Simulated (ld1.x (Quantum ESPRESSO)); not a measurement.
## Varying the TM semilocal potential for lead

Base potential:

lead, norm-conserving Troullier–Martins (semilocal form), made with ld1.x (Quantum ESPRESSO) 7.5 (LDA (PZ), scalar-relativistic). Core [Kr] 4d10 4f14, reference 5s2 5p6 5d10 6s2 6p2. Waves: 5p (bound): rc 1.70 bohr; 5d (bound): rc 1.55 bohr; 5s (bound): rc 1.05 bohr. Local part: the s channel. Core correction: none.

Occupied shells without a wave of their own: 6p, 6s. They enter only through the test configuration that unscreens the potential.

Cutoffs, loose and tight: the cutoffs (Ry, on a coarse ladder) from which the occupation-weighted sum of valence levels, in a spherical-Bessel basis at the reference potential, stays within 10 and 1 mRy of its value at 400 Ry. They do not see the model core or the augmentation charge, which bear on the density cutoff. Test errors are all-electron minus pseudo excitation energies from the reference, over the configurations 5s2 5p6 5d10 6s2 6p1; 5s2 5p6 5d10 6s2 6p0; 5s2 5p6 5d10 6s1 6p0; 5s2 5p6 5d10 6s2 6p1.5; 5s2 5p5 5d10 6s2 6p2; 5s2 5p6 5d10 6s1 6p2; 5s2 5p6 5d10 6s0 6p4 (two spin-polarised tests are not counted in the largest error). A dash means not determined; rows that change the core or the reference have their own tests.

A semilocal file is local in each channel, so a ghost entry of none says nothing of the separable form that plane-wave codes build from it.

| change | outcome | cutoff, loose | cutoff, tight | bound ghosts | largest test error (meV) |
| --- | --- | --- | --- | --- | --- |
| base | generated, misses its reference levels by 0.72 eV | 160 Ry | 260 Ry | none | -4324 |
| wave 5p (bound): rc 1.70 bohr becomes 5p (bound): rc 1.38 bohr | generated, misses its reference levels by 0.59 eV | 160 Ry | 260 Ry | none | -2231 |
| wave 5p (bound): rc 1.70 bohr becomes 5p (bound): rc 2.22 bohr | generated, misses its reference levels by 0.67 eV | 160 Ry | 260 Ry | none | -4123 |
| wave 5p (bound): rc 1.70 bohr becomes 5p (bound): rc 2.58 bohr | generated, misses its reference levels by 0.59 eV | 160 Ry | 260 Ry | none | -2060 |

(1) What comes out with this change to the base: wave 5p (bound): rc 1.70 bohr becomes 5p (bound): rc 1.88 bohr?

(2) What comes out with this change to the base: wave 5p (bound): rc 1.70 bohr becomes 5p (bound): rc 1.74 bohr?

(3) What comes out with this change to the base: wave 5p (bound): rc 1.70 bohr becomes 5p (bound): rc 1.14 bohr?

## Answers

(1) outcome: generated, misses its reference levels by 0.93 eV; cutoff, loose: 160 Ry; cutoff, tight: 260 Ry; bound ghosts: none; largest test error (meV): -5237.

(2) outcome: generated, misses its reference levels by 0.78 eV; cutoff, loose: 160 Ry; cutoff, tight: 260 Ry; bound ghosts: none; largest test error (meV): -4581.

(3) outcome: generated, misses its reference levels by 0.59 eV; cutoff, loose: 180 Ry; cutoff, tight: 260 Ry; bound ghosts: none; largest test error (meV): -1292.

Reading the sweep of the p radius (base included, trends over the rows without a ghost): The loose cutoff stays near 160 Ry. The median size of the test errors (rows with all tests solved) is not monotonic: lowest 342.7 meV at 1.14 bohr, highest 975.8 meV at 1.88 bohr.
